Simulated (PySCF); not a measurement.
Boron: a sound run and one with changed settings

Sound run: B⁺ [He] 2s2, B²⁺ [He] 2s1. Calculation: PySCF 2.14, in cc-pVDZ-DK; scalar relativity by spin-free X2C-1e. In the sound run the correlated levels freeze 1s2. The sound run starts from symmetry-adapted Hartree-Fock orbitals and uses a fine grid where one is needed.

A second run was set up differently.

```
species   method  sound run (hartree)  changed run (hartree)  converged
     B⁺      MP2            -24.27388              -24.27492        yes
     B⁺  CCSD(T)            -24.29990              -24.30066        yes
    B²⁺      MP2                  n/a              -23.37872        yes
    B²⁺  CCSD(T)                  n/a              -23.37879        yes
```

Ionisation energy of B⁺:

| method | sound run (eV) | changed run (eV) |
| --- | --- | --- |
| UHF | 23.494 | 23.494 |
| MP2 | 24.378 | 24.387 |
| SCS-MP2 | 24.555 | 24.565 |
| CCSD | 25.086 | 25.084 |
| CCSD(T) | 25.086 | 25.085 |

Problem. What was changed?
A. too few SCF iterations
B. minimal basis
C. a valence shell is frozen
D. all electrons correlated in a valence basis

Solution. D. A valence basis has no tight correlating functions, so it recovers only part of the core correlation, and not evenly between atom and ion.
